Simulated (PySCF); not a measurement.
Gas-phase reaction: 2 GeH2Cl2 + Ge2H6 + 2 H ⇌ 4 GeH3Cl

Energies from PySCF, thermal terms from the rigid-rotor harmonic-oscillator model, ideal gas at 1 bar. † marks an energy on the PBE0/def2-TZVP geometry and frequencies; other levels use their own. MP2 and CCSD(T) freeze the core. 6-31G* has spherical d functions here. Open shells (unrestricted): H (multiplicity 2); the rest are closed-shell singlets. Ge: all electrons, no relativistic terms. MP2 isn't extrapolated to the basis-set limit; its ΔH°(298 K) is -369.4 kJ in def2-SVP and -381.4 kJ in def2-TZVPP. CCSD(T) isn't extrapolated to the basis-set limit; its ΔH°(298 K) is -396.6 kJ in def2-SVP and -408.0 kJ in def2-TZVPP. The harmonic model lacks anharmonicity and excited electronic states, which grow with temperature; levels with a mode under 35 cm⁻¹ are left out. Internal rotation in Ge2H6 is treated as a harmonic vibration of one conformer, which makes the entropy rough.

```
level               ΔE electronic, kJ  ΔH°(298 K), kJ  ΔS°(298 K), J/K  ΔG°(1400 K), kJ
------------------  -----------------  --------------  ---------------  ---------------
CCSD(T)/def2-SVP†                -425            -397              -75             -257
HF/6-31G*                        -366            -335              -73             -197
M06-2X/def2-TZVP†                -435            -407              -75             -267
MP2/def2-SVP†                    -398            -369              -75             -229
PBE/def2-TZVP†                   -414            -386              -75             -246
PBE0/def2-TZVP                   -419            -391              -75             -251
r2SCAN/def2-TZVP†                -425            -397              -75             -257
LDA/def2-TZVP†                   -444            -416              -75             -276
ωB97X-V/def2-TZVP†               -437            -409              -75             -269
```
ΔH° is lowest at LDA/def2-TZVP† and highest at HF/6-31G*. No reference value is set beside these.
